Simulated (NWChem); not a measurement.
Species: C2H5NSi; SMILES C1=NC[SiH2]1

```xyz
9

C      1.0819    -0.5548     0.0000
N      0.0864    -1.3684     0.0000
C     -1.1097    -0.4942     0.0000
Si     0.0520     1.0246     0.0000
H      2.1179    -0.9234     0.0000
H     -1.7366    -0.6773     0.8878
H     -1.7366    -0.6773    -0.8878
H      0.0942     1.9034     1.2111
H      0.0942     1.9034    -1.2111
```
Atoms are numbered in this order, from 1.

All runs: NWChem. Medium grid unless said otherwise, to which SCAN and Minnesota functionals are sensitive. Coordinates come from a PBE0/def2-SVP optimisation. Hybrids' shares of exact exchange are those that their runs print; pure functionals count as 0. The functionals differ in more than this share.

```
row                 share of exact exchange  highest occupied level (eV)
------------------  -----------------------  ---------------------------
PBE/def2-SVP                           0.00                        -5.35
r2SCAN/def2-SVP                        0.00                        -5.65
B3LYP/def2-SVP                         0.20                     withheld
PBE0/def2-SVP                          0.25                        -6.79
M06/def2-SVP                           0.27                        -6.76
BHandHLYP/def2-SVP                     0.50                        -8.10
```

Question: Fit a straight line of the last column on the one before it, predict the withheld value, and compare with the run.

Answer: 
1. Means of the 5 shown rows: x = 0.204, y = -6.530. Slope Σ(x − x̄)(y − ȳ)/Σ(x − x̄)² = -0.9121/0.1773 = -5.144; intercept -5.481.
2. The shown rows scatter about the line by 0.110 (root mean square); the largest residual is -0.17, at r2SCAN/def2-SVP.
3. At x = 0.20 (B3LYP/def2-SVP; inside the shown range) the line gives -6.51.
4. The run gives -6.51, 0.00 from the line, 0.0 times the scatter.
